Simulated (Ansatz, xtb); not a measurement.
Spectroscopic constants of MnS, multiplicity 6 (the spin of the measured ground state). No spin–orbit coupling. Mn is treated without relativity. The T1 diagnostic near the minimum is 0.058, so single-reference values are doubtful.

The constants come from a fifth-degree fit in 1/R (seven points, main isotopes). In def2 and cc sets the state is the lowest found near the PBE0 minimum, followed along R.

Run with Ansatz (an electronic-structure program); xtb for the GFN methods.  The GFN methods have no spin term and hold the electronic entropy of 300 K.

```
level                 r_e (Å)  ω_e (cm⁻¹)  α_e (cm⁻¹)  B_e (cm⁻¹)  D_e (eV)  dipole (D)
--------------------  -------  ----------  ----------  ----------  --------  ----------
GFN1-xTB                1.996         683      0.0012       0.209         -           -
GFN2-xTB                2.011         517      0.0016       0.206         -           -
SVWN5/def2-TZVPP        2.006         540     0.00094       0.207      4.90        4.71
PBE/def2-TZVPP          2.040         513     0.00095       0.200      4.18        4.95
r2SCAN/def2-TZVPP       2.042         517     0.00095       0.200      3.87        5.43
B97M-V/def2-TZVPP       2.065         505     0.00092       0.196      3.57        5.69
B3LYP/def2-TZVPP        2.064         498     0.00093       0.196      3.11        5.79
PBE0/def2-TZVPP         2.058         504     0.00093       0.197      3.30        6.10
CAM-B3LYP/def2-TZVPP    2.050         514     0.00093       0.198      2.91        6.26
wB97X-V/def2-TZVPP      2.045         528     0.00086       0.199      3.09        6.80
wB97M-V/def2-TZVPP      2.058         513     0.00086       0.197      2.82        6.70
```

D_e counts from each atom's lowest state at the same level, without counterpoise or zero-point energy.

Doubts at one or more of the structures used: a spin-contaminated determinant (r2SCAN/def2-TZVPP, B97M-V/def2-TZVPP, PBE0/def2-TZVPP, CAM-B3LYP/def2-TZVPP).

Measured for the ground state: D_0 3.081 ± 0.18 eV (a handbook's tabulated 298 K bond energy less 3RT/2; such tables hold older values) [Luo, bond dissociation energies, CRC Handbook].
